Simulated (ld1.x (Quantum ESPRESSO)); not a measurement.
**Transferability test, PAW potential for copper (Cu)**

Cu, PAW, made with ld1.x (Quantum ESPRESSO) 7.5 (LDA (PZ), scalar-relativistic). Core [Ar], reference 3d9 4s2 4p0. Waves: 4s (bound): rcut 1.70, rcutus 2.20 bohr; 4s channel at 1.95 Ry: rcut 1.70, rcutus 2.20 bohr; 4p (bound, empty): rcut 2.80, rcutus 3.05 bohr; 4p channel at 0.6 Ry: rcut 2.80, rcutus 3.05 bohr; 3d (bound): rcut 0.75, rcutus 0.90 bohr; 3d channel at 2.95 Ry: rcut 0.75, rcutus 0.90 bohr. Local part: all-electron potential smoothed inside 2.20 bohr (lloc = -1). Core correction: Bessel-smoothed model core inside 0.70 bohr. Augmentation charge: PSQ, inside the norm-conserving radii.

Energies are relative to the spin-unpolarised reference configuration 3d9 4s2 4p0; without spin polarisation the order of configurations can differ from experiment. Spin-polarised rows fill each open shell by Hund’s rule, majority spin first.

```csv
valence configuration,charge,ΔE all-electron (eV),error AE − PS (meV)
3d10 4s1 4p0,0,-2.003,-54
3d10 4s0 4p0,+1,6.431,-87
3d9 4s0 4p0,+2,28.118,-10
3d8 4s0 4p0,+3,67.482,-184
3d9 4s1 4p0,+1,9.898,-2.2
3d7 4s0 4p0,+4,127.513,-1074
3d10 4s0 4p1,0,2.254,-68
```

Question: What are ΔE and the potential's error for 3d9 4s2 4p0 (spin-polarised)?

Answer: ΔE = -0.235 eV all-electron; the error (AE − PS) is -1.1 meV.

Question: What are ΔE and the potential's error for 3d10 4s1 4p0 (spin-polarised)?

Answer: ΔE = -2.187 eV all-electron; the error (AE − PS) is -54 meV.
